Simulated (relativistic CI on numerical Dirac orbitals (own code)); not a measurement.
Forbidden transitions in Ce39+

These numbers are calculated, not measured: Dirac-Coulomb-Breit CI, separate exchange-only KLI orbitals for each configuration, a model potential for QED, unscaled Slater integrals (own radial code, finite nucleus).

Configuration list (outside the closed core [Ne]): 3s2 3p6 3d, 3s2 3p5 3d2, 3s 3p6 3d2, 3s2 3p6 4s, 3s2 3p6 4p, 3s2 3p6 4d, 3s2 3p5 3d 4s, 3s2 3p6 4f, 3s2 3p5 3d 4p, 3s2 3p5 3d 4d, 3s 3p6 3d 4s, 3p6 3d2 4p, 3s2 3p5 3d 4f, 3s 3p6 3d 4p, 3s 3p6 3d 4d, 3s2 3p6 5s, 3s2 3p6 5p, 3s 3p6 3d 4f, 3s2 3p6 5d, 3s2 3p6 5f, 3s2 3p6 5g, 3p6 3d3, 3p5 3d4, 3p5 3d3 4s, 3p6 3d2 4s, 3p5 3d2 4s2, 3p6 3d2 4d, 3p5 3d3 4d, 3p5 3d2 4s 4d. Double excitations out of closed p, d and f shells are left out; levels of such configurations are missing from the list, as are those of other unlisted configurations, and high levels can miss mixing partners. These lack a partner that the ground configuration has and come out too high: 3s2 3p5 3d 4p, 3s2 3p5 3d 4f.

| λ vac (Å) | Lower | Upper | Type | A (s⁻¹) | gf | Branching (%) |
| --- | --- | --- | --- | --- | --- | --- |
| 9.4268 | 3s2 3p5 3d2 2G°_9/2 [18] | 3s2 3p5 3d 4d 4G°_11/2 [397] | E2 | 2.09e+09 | 3.34e-04 | 2.5 |
| 9.4331 | 3s2 3p6 3d 2D_3/2 [1] | 3s2 3p6 4d 2D_3/2 [259] | E2 | 6.17e+09 | 3.29e-04 | 2.1 |
| 9.4565 | 3s2 3p5 3d2 4G°_11/2 [13] | 3s2 3p5 3d 4d 4H°_13/2 [373] | E2 | 2.66e+09 | 4.99e-04 | 3.9 |
| 9.4788 | 3s2 3p5 3d2 2H°_11/2 [20] | 3s2 3p5 3d 4d 4G°_11/2 [397] | E2 | 2.49e+09 | 4.03e-04 | 3.0 |
| 9.4830 | 3s2 3p5 3d2 4G°_7/2 [6] | 3s2 3p5 3d 4d 2H°_9/2 [340] | E2 | 3.49e+09 | 4.70e-04 | 2.6 |
| 9.5163 | 3s2 3p5 3d2 2G°_9/2 [23] | 3s2 3p5 3d 4d 2G°_9/2 [399] | E2 | 3.17e+09 | 4.30e-04 | 2.7 |
| 9.5188 | 3s2 3p5 3d2 4G°_9/2 [9] | 3s2 3p5 3d 4d 4H°_11/2 [353] | E2 | 2.41e+09 | 3.93e-04 | 2.9 |
| 9.5250 | 3s2 3p5 3d2 4G°_9/2 [9] | 3s2 3p5 3d 4d 2G°_9/2 [352] | E2 | 2.13e+09 | 2.89e-04 | 2.7 |
| 9.5405 | 3s2 3p6 3d 2D_5/2 [2] | 3s2 3p6 4d 2D_5/2 [266] | E2 | 6.96e+09 | 5.70e-04 | 3.6 |
| 9.5697 | 3s2 3p5 3d2 4G°_11/2 [13] | 3s2 3p5 3d 4d 4H°_11/2 [353] | E2 | 1.77e+09 | 2.91e-04 | 2.1 |
| 9.5759 | 3s2 3p5 3d2 4G°_11/2 [13] | 3s2 3p5 3d 4d 2G°_9/2 [352] | E2 | 2.34e+09 | 3.21e-04 | 2.9 |
| 9.5941 | 3s2 3p5 3d2 2H°_11/2 [20] | 3s2 3p5 3d 4d 4F°_9/2 [375] | E2 | 3.52e+09 | 4.86e-04 | 4.7 |
| 9.5994 | 3s2 3p5 3d2 2H°_11/2 [20] | 3s2 3p5 3d 4d 4H°_13/2 [373] | E2 | 2.04e+09 | 3.95e-04 | 3.0 |
| 9.6465 | 3s2 3p5 3d2 2F°_7/2 [16] | 3s2 3p5 3d 4d 2G°_9/2 [352] | E2 | 1.64e+09 | 2.29e-04 | 2.1 |
| 10.857 | 3s2 3p5 3d2 4D°_3/2 [4] | 3s2 3p5 3d 4s 4F°_7/2 [268] | E2 | 3.74e+08 | 5.29e-05 | 4.3 |
| 10.883 | 3s2 3p5 3d2 4D°_5/2 [7] | 3s2 3p5 3d 4s 4F°_9/2 [274] | E2 | 4.77e+08 | 8.47e-05 | 6.8 |
| 10.903 | 3s2 3p6 3d 2D_3/2 [1] | 3s2 3p6 4s 2S_1/2 [98] | E2 | 3.74e+09 | 1.33e-04 | 30.7 |
| 10.906 | 3s2 3p5 3d2 4F°_5/2 [5] | 3s2 3p5 3d 4s 4F°_7/2 [268] | E2 | 8.81e+08 | 1.26e-04 | 10.2 |
| 10.919 | 3s2 3p5 3d2 4G°_9/2 [9] | 3s2 3p5 3d 4s 4F°_9/2 [274] | E2 | 1.01e+09 | 1.81e-04 | 14.4 |
| 10.928 | 3s2 3p5 3d2 4D°_7/2 [10] | 3s2 3p5 3d 4s 4F°_9/2 [274] | E2 | 9.91e+08 | 1.77e-04 | 14.1 |
| 10.934 | 3s2 3p5 3d2 4G°_7/2 [6] | 3s2 3p5 3d 4s 4F°_7/2 [268] | E2 | 1.48e+09 | 2.13e-04 | 17.2 |
| 10.975 | 3s2 3p5 3d2 4P°_5/2 [12] | 3s2 3p5 3d 4s 4F°_9/2 [274] | E2 | 4.17e+08 | 7.52e-05 | 5.9 |
| 10.986 | 3s2 3p5 3d2 4G°_11/2 [13] | 3s2 3p5 3d 4s 4F°_9/2 [274] | E2 | 1.72e+09 | 3.11e-04 | 24.5 |
| 11.066 | 3s2 3p5 3d2 4P°_3/2 [8] | 3s2 3p5 3d 4s 4F°_7/2 [268] | E2 | 5.03e+08 | 7.39e-05 | 5.8 |
| 11.095 | 3s2 3p5 3d2 4G°_9/2 [9] | 3s2 3p5 3d 4s 4F°_7/2 [268] | E2 | 8.94e+08 | 1.32e-04 | 10.4 |
| 11.107 | 3s2 3p5 3d2 2G°_9/2 [18] | 3s2 3p5 3d 4s 4F°_9/2 [274] | E2 | 2.22e+08 | 4.11e-05 | 3.2 |
| 11.139 | 3s2 3p6 3d 2D_5/2 [2] | 3s2 3p6 4s 2S_1/2 [98] | E2 | 5.65e+09 | 2.10e-04 | 46.4 |
| 11.164 | 3s2 3p5 3d2 4G°_11/2 [13] | 3s2 3p5 3d 4s 4F°_7/2 [268] | E2 | 2.13e+09 | 3.19e-04 | 24.8 |
| 11.179 | 3s2 3p5 3d2 2H°_11/2 [20] | 3s2 3p5 3d 4s 4F°_9/2 [274] | E2 | 1.31e+09 | 2.46e-04 | 18.7 |
| 11.184 | 3s2 3p5 3d2 2G°_7/2 [14] | 3s2 3p5 3d 4s 4F°_7/2 [268] | E2 | 5.64e+08 | 8.46e-05 | 6.6 |
| 11.260 | 3s2 3p5 3d2 2F°_7/2 [16] | 3s2 3p5 3d 4s 4F°_7/2 [268] | E2 | 2.09e+08 | 3.17e-05 | 2.4 |
| 11.266 | 3s2 3p5 3d2 2G°_9/2 [23] | 3s2 3p5 3d 4s 4F°_9/2 [274] | E2 | 2.08e+08 | 3.95e-05 | 3.0 |
| 11.266 | 3s2 3p5 3d2 2F°_7/2 [24] | 3s2 3p5 3d 4s 4F°_9/2 [274] | E2 | 2.70e+08 | 5.14e-05 | 3.8 |
| 11.289 | 3s2 3p5 3d2 2G°_9/2 [18] | 3s2 3p5 3d 4s 4F°_7/2 [268] | E2 | 4.64e+08 | 7.09e-05 | 5.4 |
| 11.364 | 3s2 3p5 3d2 2H°_11/2 [20] | 3s2 3p5 3d 4s 4F°_7/2 [268] | E2 | 1.92e+08 | 2.98e-05 | 2.2 |
| 25.111 | 3s 3p6 3d2 4F_7/2 [51] | 3p6 3d3 4F_9/2 [72] | E2 | 4.20e+07 | 3.97e-05 | n/a |
| 25.228 | 3s 3p6 3d2 4F_9/2 [54] | 3p6 3d3 2H_11/2 [75] | E2 | 3.94e+07 | 4.52e-05 | n/a |
| 25.630 | 3s 3p6 3d2 4F_9/2 [54] | 3p6 3d3 4F_9/2 [72] | E2 | 4.67e+07 | 4.60e-05 | n/a |
| 25.761 | 3s 3p6 3d2 2G_7/2 [57] | 3p6 3d3 2H_11/2 [75] | E2 | 4.98e+07 | 5.95e-05 | n/a |
| 25.837 | 3s 3p6 3d2 4F_9/2 [54] | 3p6 3d3 4P_5/2 [70] | E2 | 6.80e+07 | 4.08e-05 | n/a |
| 25.957 | 3s 3p6 3d2 2F_5/2 [55] | 3p6 3d3 4F_9/2 [72] | E2 | 7.05e+07 | 7.12e-05 | n/a |
| 26.042 | 3s 3p6 3d2 2F_7/2 [61] | 3p6 3d3 2G_9/2 [79] | E2 | 1.24e+08 | 1.26e-04 | n/a |
| 26.351 | 3s 3p6 3d2 2G_9/2 [59] | 3p6 3d3 2H_11/2 [75] | E2 | 6.96e+07 | 8.69e-05 | n/a |
| 26.596 | 3s 3p6 3d2 4F_7/2 [51] | 3p6 3d3 4F_5/2 [65] | E2 | 6.88e+07 | 4.38e-05 | n/a |
| 27.002 | 3s 3p6 3d2 2F_7/2 [61] | 3p6 3d3 2H_11/2 [75] | E2 | 5.17e+07 | 6.78e-05 | n/a |

Terms are leading LS components. Brackets give the number of a level in order of energy, since labels repeat. The list gives strong lines, with weight on those to low levels, among the lowest 400 of 2758 levels, so that lines to higher ones, which can be the strongest, are missing. Levels whose partners in the same complex of configurations lie outside the list can be far off, and so can their lines. Rates are taken at the computed energies, electric ones in the length gauge.

At this charge energies of transitions that change n are usually good to better than 1 %, and those within a shell (Δn = 0) to a few per cent.

LS names give the leading component of a level, which can be under half, so a name can repeat, a term be missing and a line seem to break the LS rules.
